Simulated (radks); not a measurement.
Question: The bromine ion Br+, configuration [Ar] 3d10 4s2 4p4 (the NIST ground configuration). Method: Dirac Kohn-Sham, BLYP, spin-unpolarised, spherical densities, point nucleus; open shells are shared between the two j in proportion to 2j + 1; speed of light set to 205.554 atomic units (1.5 times the physical value, a model run); computed with a radial shooting solver on a logarithmic mesh with Libxc functionals. Some entries of the table are withheld. Estimate them.

orbital     occ.  eigenvalue (hartree)  <r^2> (bohr^2)  r(max) (bohr)
1s1/2          2             -485.1152        0.002513            (1)
2s1/2          2             -63.03031         0.04334         0.1614
2p1/2          2             -56.84306         0.03341         0.1273
2p3/2          4             -56.08306         0.03405         0.1288
3s1/2          2              -8.97016             (2)         0.4895
3p1/2          2              -6.81250             (3)         0.4807
3p3/2          4              -6.70348             (4)         0.4846
3d3/2          4              -2.90137          0.4284         0.4294
3d5/2          6              -2.88352          0.4310         0.4306
4s1/2          2              -1.09607           3.098          1.416
4p1/2    1.33333              -0.64272             (5)            (6)
4p3/2    2.66667              -0.63351             (7)            (8)

Answer: 
(1) 1s1/2 r(max) (bohr): 0.02844
(2) 3s1/2 <r^2> (bohr^2): 0.3578
(3) 3p1/2 <r^2> (bohr^2): 0.3723
(4) 3p3/2 <r^2> (bohr^2): 0.3784
(5) 4p1/2 <r^2> (bohr^2): 4.454
(6) 4p1/2 r(max) (bohr): 1.615
(7) 4p3/2 <r^2> (bohr^2): 4.531
(8) 4p3/2 r(max) (bohr): 1.629
